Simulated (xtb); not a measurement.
Method: GFN2-xTB in xtb.

```
xtb start.xyz --ohess tight --gfn 2 --chrg 0 --uhf 0 --iterations 400

# start.xyz
8

B     -1.504000     0.098815     0.253486
N     -0.353178     0.024276    -0.528668
B      0.980737    -0.063138    -0.099252
N      2.182766    -0.142552     0.215384
H     -2.548345     0.164920    -0.277645
H     -1.405172     0.094304     1.420435
H     -0.461344     0.029841    -1.533839
H      3.108537    -0.206469     0.550100
```

Output:

```
[...]
         4        2.0000           -0.5085341             -13.8379
         5        2.0000           -0.4832223             -13.1491
         6        2.0000           -0.4463948             -12.1470
         7        2.0000           -0.4455515             -12.1241
         8        2.0000           -0.4069188             -11.0728
         9        2.0000           -0.4013779             -10.9220
        10        2.0000           -0.3885787             -10.5738 (HOMO)
        11                         -0.2045726              -5.5667 (LUMO)
        12                         -0.1271292              -3.4594
        13                         -0.0876953              -2.3863
        14                          0.0167773               0.4565
        15                          0.1385391               3.7698
       ...                                ...                  ...
        20                          1.2234839              33.2927
      -------------------------------------------------------------
                  HL-Gap            0.1840061 Eh            5.0071 eV
             Fermi-level           -0.2965757 Eh           -8.0702 eV


         :::::::::::::::::::::::::::::::::::::::::::::::::::::
         ::                     SUMMARY                     ::
         :::::::::::::::::::::::::::::::::::::::::::::::::::::
         :: total energy             -10.401188632393 Eh    ::
         :: gradient norm              0.000103801571 Eh/a0 ::
         :: HOMO-LUMO gap              5.007060203790 eV    ::
         ::.................................................::
         :: SCC energy               -10.573352074016 Eh    ::
         :: -> isotropic ES            0.061453140708 Eh    ::
         :: -> anisotropic ES          0.006170367830 Eh    ::
         :: -> anisotropic XC          0.008026818265 Eh    ::
         :: -> dispersion             -0.003251747388 Eh    ::
         :: repulsion energy           0.172163441623 Eh    ::
         :: add. restraining           0.000000000000 Eh    ::
         :: total charge               0.000000000000 e     ::
         :::::::::::::::::::::::::::::::::::::::::::::::::::::

           -------------------------------------------------
          |                Numerical Hessian                |
           -------------------------------------------------
step length          :   0.00500
SCC accuracy         :   0.30000
Hessian scale factor :   1.00000
frozen atoms in %    :   0.00000    0
RMS gradient         :   0.00010
estimated CPU  time      0.00 min
estimated wall time      0.00 min

writing file <hessian>.

 projected vibrational frequencies (cm⁻¹)
eigval :       -0.00    -0.00     0.00     0.00     0.00     0.00
eigval :      157.03   170.53   312.86   358.29   468.26   488.68
eigval :      745.97   829.87   864.47   961.43  1157.34  1226.37
eigval :     1386.70  2162.69  2605.71  2645.01  3415.03  3751.23
           -------------------------------------------------
          |                Property Printout                |
           -------------------------------------------------

    * Orbital Energies and Occupations

         #    Occupation            Energy/Eh            Energy/eV
      -------------------------------------------------------------
         1        2.0000           -0.5932619             -16.1435
         2        2.0000           -0.5711393             -15.5415
         3        2.0000           -0.5201750             -14.1547
         4        2.0000           -0.5085341             -13.8379
         5        2.0000           -0.4832223             -13.1491
         6        2.0000           -0.4463948             -12.1470
         7        2.0000           -0.4455515             -12.1241
         8        2.0000           -0.4069188             -11.0728
         9        2.0000           -0.4013779             -10.9220
        10        2.0000           -0.3885787             -10.5738 (HOMO)
        11                         -0.2045726              -5.5667 (LUMO)
        12                         -0.1271292              -3.4594
        13                         -0.0876952              -2.3863
        14                          0.0167773               0.4565
        15                          0.1385391               3.7698
        16                          0.2733318               7.4377
        17                          0.3484054               9.4806
        18                          0.4500379              12.2462
        19                          0.4672558              12.7147
        20                          1.2234839              33.2927
      -------------------------------------------------------------
                  HL-Gap            0.1840061 Eh            5.0071 eV
             Fermi-level           -0.2965756 Eh           -8.0702 eV

     #   Z          covCN         q      C6AA      α(0)
     1   5 B        2.725     0.238    17.846     7.078
     2   7 N        2.540    -0.264    26.861     7.697
     3   5 B        1.689     0.298    35.716    12.594
     4   7 N        1.702    -0.385    30.778     8.202
     5   1 H        0.938    -0.115     6.122     3.868
     6   1 H        0.939    -0.109     5.884     3.792
     7   1 H        0.860     0.165     1.300     1.786
     8   1 H        0.861     0.172     1.262     1.759

 Mol. C6AA /au·bohr⁶  :        779.322257
 Mol. C8AA /au·bohr⁸  :      19241.239563
 Mol. α(0) /au        :         46.777603

Wiberg/Mayer (AO) data.
largest (>0.10) Wiberg bond orders for each atom

 ---------------------------------------------------------------------------
     #   Z sym  total        # sym  WBO       # sym  WBO       # sym  WBO
 ---------------------------------------------------------------------------
     1   5 B    3.379 --     2 N    1.360     6 H    0.972     5 H    0.970
     2   7 N    3.497 --     1 B    1.360     3 B    1.144     7 H    0.935
     3   5 B    3.513 --     4 N    2.315     2 N    1.144
     4   7 N    3.381 --     3 B    2.315     8 H    0.954
     5   1 H    0.987 --     1 B    0.970
     6   1 H    0.988 --     1 B    0.972
     7   1 H    0.973 --     2 N    0.935
     8   1 H    0.970 --     4 N    0.954
 ---------------------------------------------------------------------------

Topologies differ in total number of bonds
Writing topology from bond orders to xtbtopo.mol

molecular dipole:
                 x           y           z       tot (Debye)
 q only:        0.174      -0.013      -0.369
   full:        0.113      -0.009      -0.561       1.455
molecular quadrupole (traceless):
                xx          xy          yy          xz          yz          zz
 q only:       -1.357       0.100       0.303       1.057      -0.072       1.054
  q+dip:       -0.426      -0.083      -1.470       3.056      -0.201       1.896
   full:       -2.515       0.193       0.662       1.985      -0.134       1.854

           -------------------------------------------------
          |                Geometry Summary                 |
           -------------------------------------------------

      molecular mass/u    :       53.6672255
   center of mass at/Å    :        0.3475636      -0.0221327      -0.0477088
  moments of inertia/u·Å² :        0.9684458E+01   0.1161842E+03   0.1258686E+03
rotational constants/cm⁻¹ :        0.1740689E+01   0.1450940E+00   0.1339304E+00

 * 7 selected distances

     #   Z          #   Z                                           value/Å
     1   5 B        2   7 N                                       1.3934535
     2   7 N        3   5 B                                       1.4040545 (max)
     3   5 B        4   7 N                                       1.2450608
     1   5 B        5   1 H                                       1.1735104
     1   5 B        6   1 H                                       1.1711352
     2   7 N        7   1 H                                       1.0109895
     4   7 N        8   1 H                                       0.9864950 (min)

 * 3 distinct bonds (by element types)

   Z      Z             #   av. dist./Å        max./Å        min./Å
   1 H    5 B           2     1.1723228     1.1735104     1.1711352
   1 H    7 N           2     0.9987422     1.0109895     0.9864950
   5 B    7 N           3     1.3475229     1.4040545     1.2450608

           -------------------------------------------------
          |               Frequency Printout                |
Molecule has the following symmetry elements: (sigma)
It seems to be the Cs point group
           -------------------------------------------------
 projected vibrational frequencies (cm⁻¹)
eigval :       -0.00    -0.00     0.00     0.00     0.00     0.00
eigval :      157.03   170.53   312.86   358.29   468.26   488.68
eigval :      745.97   829.87   864.47   961.43  1157.34  1226.37
eigval :     1386.70  2162.69  2605.71  2645.01  3415.03  3751.23
 reduced masses (amu)
   1: 10.50   2: 11.65   3:  9.43   4:  9.57   5: 10.30   6: 11.79   7: 10.20   8:  8.65
   9:  2.35  10:  6.38  11:  7.14  12:  5.86  13:  2.49  14:  8.41  15:  3.64  16:  6.55
  17:  2.77  18:  3.31  19: 11.11  20: 11.36  21:  1.50  22:  2.06  23:  1.85  24:  2.13
 IR intensities (km·mol⁻¹)
   1:  1.56   2:  0.08   3:  0.67   4:  4.15   5:  3.00   6:  0.47   7: 16.42   8: 50.76
   9: 81.55  10: 96.58  11:  6.18  12:  3.98  13: 94.18  14:  1.19  15:134.38  16: 46.12
  17: 12.24  18: 19.75  19:315.94  20:421.91  21:171.31  22:177.15  23:  0.70  24: 34.30
 Raman intensities (Ä⁴*amu⁻¹)
   1:  0.00   2:  0.00   3:  0.00   4:  0.00   5:  0.00   6:  0.00   7:  0.00   8:  0.00
   9:  0.00  10:  0.00  11:  0.00  12:  0.00  13:  0.00  14:  0.00  15:  0.00  16:  0.00
  17:  0.00  18:  0.00  19:  0.00  20:  0.00  21:  0.00  22:  0.00  23:  0.00  24:  0.00
 output can be read by thermo (or use thermo option).
 writing <g98.out> molden fake output.
 recommended (thermochemical) frequency scaling factor: 1.0
           -------------------------------------------------
          |             Thermodynamic Functions             |
           -------------------------------------------------

cs  symmetry found (for desy threshold:  0.10E+00) used in thermo

          ...................................................
          :                      SETUP                      :
          :.................................................:
          :  # frequencies                          18      :
          :  # imaginary freq.                       0      :
          :  linear?                             false      :
          :  only rotor calc.                    false      :
          :  symmetry                               cs      :
          :  rotational number                       1      :
          :  scaling factor                  1.0000000      :
          :  rotor cutoff                   50.0000000 cm⁻¹ :
          :  imag. cutoff                  -20.0000000 cm⁻¹ :
          :.................................................:

    mode    ω/cm⁻¹     T·S(HO)/kcal·mol⁻¹    T·S(FR)/kcal·mol⁻¹   T·S(vib)
   ------------------------------------------------------------------------
       1    157.03    -0.77081 ( 98.98%)    -0.71715 (  1.02%)    -0.77026
       2    170.53    -0.72438 ( 99.27%)    -0.69274 (  0.73%)    -0.72415
   ------------------------------------------------------------------------

   temp. (K)  partition function   enthalpy   heat capacity  entropy
                                   cal/mol     cal/K/mol   cal/K/mol   J/K/mol
 298.15  VIB   6.99                 1751.242     12.421      9.736
         ROT  0.287E+05              888.752      2.981     23.383
         INT  0.201E+06             2639.994     15.402     33.119
         TR   0.380E+27             1481.254      4.968     37.846
         TOT                        4121.2480    20.3697    70.9643   296.9148

       T/K    H(0)-H(T)+PV         H(T)/Eh          T*S/Eh         G(T)/Eh
   ------------------------------------------------------------------------
    298.15    0.656763E-02    0.605772E-01    0.337174E-01    0.268598E-01
   ------------------------------------------------------------------------

         :::::::::::::::::::::::::::::::::::::::::::::::::::::
         ::                  THERMODYNAMIC                  ::
         :::::::::::::::::::::::::::::::::::::::::::::::::::::
         :: total free energy         -10.374328856215 Eh   ::
         ::.................................................::
         :: total energy              -10.401188632393 Eh   ::
         :: zero point energy           0.054009591942 Eh   ::
         :: G(RRHO) w/o ZPVE           -0.027149815764 Eh   ::
         :: G(RRHO) contrib.            0.026859776178 Eh   ::
         :::::::::::::::::::::::::::::::::::::::::::::::::::::

optimized geometry written to: xtbopt.xyz

           -------------------------------------------------
          | TOTAL ENERGY              -10.401188632393 Eh   |
          | TOTAL ENTHALPY            -10.340611413670 Eh   |
          | TOTAL FREE ENERGY         -10.374328856215 Eh   |
          | GRADIENT NORM               0.000103843880 Eh/α |
          | HOMO-LUMO GAP               5.007060713117 eV   |
           -------------------------------------------------

------------------------------------------------------------------------
```

Cost: very roughly 0.16 core-seconds.
